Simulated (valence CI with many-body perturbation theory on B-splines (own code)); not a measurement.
Values are calculated unless marked as measured or tabulated.
**A CI+MBPT run for V²⁺**

The program does CI of the valence electrons with many-body perturbation theory for a frozen closed Dirac-Fock core.

Command, and the settings that its task file holds:

```sh
python run_cv.py task.json out
```

```
atom V  Z=23  mass_number=51  rms_radius_fm=3.6002
core [Ar]
valence 3d3
avg = 1
basis = S
breit = 1
cap = 10000
capref = 1200
cscale = 1
de = 0.0
dress = 0
eps = 2e-08
extrap = 1
h = 0.27
hh = 1
l2 = 3
lcore = 6
maxit = 60
n2 = 5
natural = 1
nlev = 20
nno = [4, 4, 3, 0, 0]
nroot = 26
ns = 4
nsp = [3, 3, 2, 2, 0]
pt2 = 1
qed = 1
rpa = 1
s1 = 1
s2 = 1
s3 = 1
screen = 1
tol = 2e-05
whole = 1
```

Log. The first blocks belong to the next ion, which gives the ionisation energy. Fields: 2J, parity (1 odd), roots, reference size, generating configurations, candidates as configurations/state functions, variational space P, stored matrix elements, Davidson steps; e2 is the range of second-order energies in hartree. The first line gives the box (bohr), its intervals, the orbitals and the steps of their self-consistent field. Window is the range of levels sought, series limit the energy at which the first omitted orbital would enter, core excitation an estimate of the first excitation out of the core, left out the lowest levels not solved, and shifts from estimates the range by which levels moved from their first estimate, all in cm⁻¹.

```
rmax 21.1 intervals 65 orbitals 35 references ['3d3', '3d2 4s', '3d2 4p', '3d 4s2'] scf 9 t 1.3
2J=4 par=0 roots 2 ref 42 generators 5 cand 188/188 P 230/230 nnz 0 it 0
2J=4 par=0 roots 2 ref 42 generators 17 cand 15/15 P 245/245 nnz 0 it 0
   second order: generators 28 cand 9/9 e2 -0.00000 -0.00000
2J=6 par=0 roots 2 ref 32 generators 7 cand 111/111 P 143/143 nnz 0 it 0
2J=6 par=0 roots 2 ref 32 generators 16 cand 11/11 P 154/154 nnz 0 it 0
   second order: generators 25 cand 9/9 e2 -0.00000 -0.00000
2J=8 par=0 roots 2 ref 24 generators 5 cand 62/62 P 86/86 nnz 0 it 0
2J=8 par=0 roots 2 ref 24 generators 13 cand 6/6 P 92/92 nnz 0 it 0
   second order: generators 26 cand 0/0 e2 -0.00000 -0.00000
reference levels 456, estimated 32, window 30087 1/cm; series limit 167998, core excitation 290349
2J=3 par=0 roots 6 ref 32 generators 19 cand 215/476 P 948/2030 nnz 0 it 5
2J=3 par=0 roots 6 ref 32 generators 54 cand 343/676 P 1291/2706 nnz 1.1e+06 it 8
   second order: generators 112 cand 2174/4243 e2 -0.00002 -0.00000
2J=5 par=0 roots 6 ref 34 generators 19 cand 236/600 P 952/2188 nnz 0 it 5
2J=5 par=0 roots 6 ref 34 generators 60 cand 306/635 P 1258/2823 nnz 1.3e+06 it 9
   second order: generators 112 cand 2239/4512 e2 -0.00001 -0.00000
2J=7 par=0 roots 5 ref 25 generators 16 cand 272/617 P 819/1774 nnz 0 it 7
2J=7 par=0 roots 5 ref 25 generators 49 cand 260/465 P 1079/2239 nnz 0 it 8
   second order: generators 98 cand 1718/3375 e2 -0.00001 -0.00000
2J=9 par=0 roots 5 ref 18 generators 16 cand 290/523 P 705/1240 nnz 0 it 0
2J=9 par=0 roots 5 ref 18 generators 45 cand 160/224 P 865/1464 nnz 0 it 8
   second order: generators 110 cand 1094/2015 e2 -0.00001 -0.00000
2J=1 par=0 roots 3 ref 19 generators 12 cand 187/282 P 780/1163 nnz 0 it 0
2J=1 par=0 roots 3 ref 19 generators 38 cand 338/493 P 1118/1656 nnz 0 it 6
   second order: generators 86 cand 1612/2332 e2 -0.00001 -0.00001
2J=11 par=0 roots 1 ref 6 generators 5 cand 90/162 P 258/429 nnz 0 it 0
2J=11 par=0 roots 1 ref 6 generators 20 cand 51/83 P 309/512 nnz 0 it 0
   second order: generators 30 cand 611/998 e2 -0.00000 -0.00000
left out: unestimated 48160, estimated 42418, shifts from estimates -25 to 4
```

Q: What became of the run, and why?

A: It gave no result: the setting left no core shell for the response of the core. The program said: "need at least one array to concatenate".
